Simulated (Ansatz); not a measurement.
```yaml
crystal:
  periodic: [true, true, true]
  atoms:
    - {symbol: F, position_ang: [-2.056387, -0.570065, 1.722329]}
    - {symbol: C, position_ang: [-0.897921, -0.226729, 1.169752]}
    - {symbol: N, position_ang: [-0.714169, -0.337376, -0.048530]}
    - {symbol: Si, position_ang: [0.688601, 0.029023, -0.945567]}
    - {symbol: F, position_ang: [1.896909, 0.450084, 0.003249]}
    - {symbol: Cl, position_ang: [0.284875, 1.599494, -2.164856]}
    - {symbol: H, position_ang: [-0.214626, 0.134972, 1.942476]}
    - {symbol: H, position_ang: [1.104818, -1.136503, -1.734551]}
basis:
  gaussian: {orbitals: def2-mTZVP}
hamiltonian: {xc: {name: PBEsol}, dispersion: d3bjatm}
output: {forces: true}
```

```sh
$ ansatz run in.yaml --threads 4 --pin off --events-out ev --progress --plain --max-ram 10444MiB
```

Output, abridged:

```
Error: YAML parse error: error: line 2 column 3: crystal: missing field `lattice` (a structure is typed as `lattice` and `atoms`, a molecule's as `atoms` in Å alone, or read from a run's directory, `checkpoint`)
 --> <input>:2:3
1 | crystal:
2 |   periodic: [true, true, true]
3 |   atoms:
4 |     - {symbol: F, position_ang: [-2.056387, -0.570065, 1.722329]}
```

In this input the molecule is marked periodic without a cell. The program refused the input.
